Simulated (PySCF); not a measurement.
## Charge on either side of a bond

Species: C5H8OS.
Atom-mapped SMILES: `[CH2:1]=[CH:2][CH2:3][O:4][C:5]([CH3:6])=[S:7]` (hydrogens: H8, H9 on C1; H10 on C2; H11, H12 on C3; H13, H14, H15 on C6)

Structure used (PBE0-D3(BJ)/def2-SVP), in Å, numbered top down from 1:
```
atom  x, y, z in Å
C1     3.1000   -0.1255   -0.0284
C2     1.9184   -0.6110   -0.4066
C3     0.7367   -0.7248    0.4925
O4    -0.3861   -0.1547   -0.1743
C5    -1.5781   -0.2008    0.4025
C6    -2.6051    0.4280   -0.4847
S7    -1.8846   -0.8661    1.8661
H8     3.2637    0.2640    0.9816
H9     3.9518   -0.1052   -0.7125
H10    1.7780   -0.9900   -1.4257
H11    0.5001   -1.7783    0.7279
H12    0.8904   -0.2139    1.4569
H13   -2.2562    1.4177   -0.8173
H14   -3.5645    0.5146    0.0348
H15   -2.7311   -0.1905   -1.3881
```

Atomic charges (e) from the PBE0/pcSseg-1 density (PySCF):

```csv
atom,Mulliken,IAO,Hirshfeld,ESP-fitted
C1,-0.1650,-0.2983,-0.0898,-0.4681
C2,-0.2385,-0.1371,-0.0452,-0.1798
C3,+0.0913,-0.0639,+0.0033,+0.3759
O4,-0.4164,-0.2857,-0.0720,-0.3282
C5,-0.0124,+0.1488,+0.1141,+0.4131
C6,-0.2084,-0.4340,-0.1216,-0.5676
S7,-0.1545,-0.1964,-0.1806,-0.3297
H8,+0.1244,+0.1464,+0.0498,+0.2029
H9,+0.1306,+0.1558,+0.0525,+0.2056
H10,+0.1222,+0.1507,+0.0480,+0.1461
H11,+0.1508,+0.1574,+0.0383,-0.0106
H12,+0.1394,+0.1516,+0.0408,+0.0082
H13,+0.1437,+0.1664,+0.0546,+0.1921
H14,+0.1452,+0.1695,+0.0506,+0.1531
H15,+0.1475,+0.1688,+0.0571,+0.1871
```

Q: Cut each of the bonds C1–C2, C2–C3, O4–C3, C5–O4 and C6–C5 in turn and sum the charges on the side of the atom named first.

A: In e; the other side holds the opposite charge:

```
bond cut   piece  atoms  Mulliken     IAO  Hirshfeld  ESP-fitted
   C1–C2     CH2      3    +0.090  +0.004     +0.012      -0.060
   C2–C3    C2H3      5    -0.026  +0.017     +0.015      -0.093
   O4–C3  C2H3OS      7    -0.355  -0.263     -0.098      -0.280
   C5–O4   C2H3S      6    +0.061  +0.023     -0.026      +0.048
   C6–C5     CH3      4    +0.228  +0.071     +0.041      -0.035
```

Extremes among these pieces. Mulliken: lowest C2H3OS at O4, highest CH3 at C6; IAO: lowest C2H3OS at O4, highest CH3 at C6; Hirshfeld: lowest C2H3OS at O4, highest CH3 at C6; ESP-fitted: lowest C2H3OS at O4, highest C2H3S at C5.

Q: Do the schemes agree better on the pieces than on the single atoms at the cuts?

A: The spread between schemes averages 0.174 e for the pieces and 0.357 e for the atoms named first; it is smaller for the piece at 5 of the 5 cuts. On average they agree better on the pieces. The sign differs between schemes (beyond ±0.03 e) for CH2 at C1 and CH3 at C6.

The structure is a single PBE0-D3(BJ)/def2-SVP conformer in the gas phase; no vibrational or solvent corrections.
